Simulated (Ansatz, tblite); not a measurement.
Cost and result up the ladder for BCl2I (BICl₂) (4 atoms). Total charge 0; singlet. Geometry: PBE0-D4/def2-SVP.

Cartesian coordinates in Å:
```
B 0.0416 -0.0382 0.0755
Cl -0.2371 -1.7079 0.4768
Cl 1.1009 0.9217 1.0671
I -0.9054 0.8243 -1.6195
```

Ansatz on 4 threads of Arm Neoverse V2 on a shared host; xTB runs through tblite on one thread. Times are rough, summed over both states, and most runs start from the orbitals of an earlier one. PBE0-D4/def2-TZVP serves as the yardstick here, not as an exact answer. The other state is a triplet.

In the def2 sets I takes a core potential; there is no spin–orbit coupling. The xTB rows come from tblite.

xTB has no spin-polarisation term.

| level | functions | wall time | vertical triplet (eV) | difference from PBE0-D4/def2-TZVP (eV) |
| --- | --- | --- | --- | --- |
| GFN1-xTB | 31 | 0.008 s | 5.12 | 0.69 |
| GFN2-xTB | 31 | 0.009 s | 4.66 | 0.23 |
| PBE-D4/def2-TZVP | 155 | 3.3 s | 4.17 | -0.26 |
| r2SCAN-D4/def2-TZVP (with forces) | 155 | 9.4 s | 4.26 | -0.17 |
| PBE0-D4/def2-TZVP | 155 | 9.7 s | 4.43 | 0.00 |
